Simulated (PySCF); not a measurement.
Li(Me) cation (CH3Li), SMILES [Li][CH3] (connectivity only; charge and spin as stated), charge +1, multiplicity 2.

Geometry: ωB97X-D3(BJ)/def2-TZVPD. The multiplicity is an assumed one; other spin states were not compared. The isomer is the one that the SMILES or the coordinates give; other isomers of the formula were not compared.

Two levels are set side by side: PBE/def2-TZVPD (PySCF) and ωB97X/def2-TZVPD (PySCF). Same geometry, gas phase. Differences are taken from unrounded values.

| quantity | ωB97X |
|---|---|
| α-spin orbital gap (eV) | 11.61 |
| β-spin orbital gap (eV) | 13.16 |
| mean polarisability (bohr³) | 15.3 |

Question: What does PBE give, and how far is it from ωB97X? (An estimate is asked for; the answer gives what the named calculation found.)

Answer: 
| quantity | PBE | PBE minus ωB97X |
|---|---|---|
| α-spin orbital gap (eV) | 5.82 | -5.79 |
| β-spin orbital gap (eV) | 5.84 | -7.32 |
| mean polarisability (bohr³) | 16.3 | 0.9 |

Loosely held outer electrons make PBE densities more polarisable. Differences between two approximate levels are no errors against the true value.

Rough cost on one machine, each run with all the roots and properties that it gave: ωB97X against PBE within a factor of 2.
